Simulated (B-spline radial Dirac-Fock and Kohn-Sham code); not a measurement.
# Photoelectron lines of W⁴⁺ at 825 eV

System: tungsten as W⁴⁺, configuration [Xe] 4f14 5d2.

The run's input, task.json:

```json
{"items": [{
  "Z": 74,
  "q": 4,
  "cfg": [[1, 0, 2], [2, 0, 2], [2, 1, 6], [3, 0, 2], [3, 1, 6], [3, 2, 10], [4, 0, 2], [4, 1, 6], [4, 2, 10], [4, 3, 14], [5, 0, 2], [5, 1, 6], [5, 2, 2]],
  "A": 184,
  "rrms": 5.3658,
  "do": ["binding", "quiet", "photo"],
  "hv": [26.0, 29.2, 30.3, 37.3, 38.7, 46.2, 59.1, 88.4, 102.0, 270.0, 280.0, 286.0, 646.0, 825.0, 934.0, 2690.0, 15500.0, 17500.0, 22000.0, 34300.0, 62600.0, 65400.0, 84200.0, 110000.0]
}]}
```

Command: `python xray_run.py task.json out`

The computed values come from a radial B-spline solver: the independent-particle Dirac-Slater model, thresholds from Dirac-Fock. The asymmetry parameter β is from the dipole term alone. Kinetic energies are from the vacuum level. Open shells are spread statistically over j, without multiplet splitting.

The last column is dσ/dΩ = σ/(4π) · [1 + β P₂(cos θ)] at θ = 90° from the polarisation vector of linearly polarised light.

```tsv
subshell	electrons	binding (eV)	kinetic (eV)	σ (kb)	β	dσ/dΩ (kb/sr)
N1 (4s)	2	656.2	168.8	52.9	1.83	0.361
N2 (4p1/2)	2	552.6	272.4	49.1	0.87	2.20
N3 (4p3/2)	4	484.8	340.2	157	0.98	6.34
N4 (4d3/2)	4	314.5	510.5	214	0.73	10.8
N5 (4d5/2)	6	302.1	522.9	324	0.90	14.2
N6 (4f5/2)	6	87.47	737.5	330	0.93	14.0
N7 (4f7/2)	8	85.34	739.7	?	?	?
O1 (5s)	2	134.8	690.2	13.0	1.89	0.0583
O2 (5p1/2)	2	100.9	724.1	10.9	1.44	0.243
O3 (5p3/2)	4	90.53	734.5	28.2	1.39	0.687
O4 (5d3/2)	0.8	49.61	775.4	4.26	1.04	0.163
O5 (5d5/2)	1.2	48.70	776.3	6.29	1.17	0.209
```

**Question.** What are σ and β for N7 (4f7/2)?

**Answer.** σ = 424 kb, the largest of all subshells and 26 % of the total, and β = 0.94, which gives dσ/dΩ = 17.8 kb/sr.

Run: 5.4 s of CPU time on 1 thread of Neoverse-V1 (shared host), peak memory 0.45 GiB.
